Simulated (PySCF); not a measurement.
Low-lying terms of Te⁶⁺ (tellurium, charge +6)

Ground state [Kr] 4d10, ¹S. All numbers are calculated (PySCF 2.14, scalar relativity through the core potential, in def2-TZVPPD with one added diffuse shell each of s, p, d, f type with the def2 core potential (28 electrons) (8s7p5d3f, 75 functions)). Vertical excitation energies in eV without spin-orbit coupling; excited terms of each kind are numbered among those the solver found. Frozen: 4s2 4p6.

```
 term  leading excitation  EOM-EE-CCSD
 1 3D              4d → s       39.426
 1 1D              4d → s       40.252
1 3P°              4d → p       52.280
1 3F°              4d → p       52.917
1 1F°              4d → p       53.403
1 1D°              4d → p       54.099
1 3D°              4d → p       54.125
1 1P°              4d → p       54.126
 1 3G              4d → d       72.163
 1 1G              4d → d       72.418
 2 3D              4d → d       72.556
```

The spin-orbit splitting of the hole, absent here, rivals or exceeds the spacing of these terms, so the LS terms are model states.

The solver can miss terms.
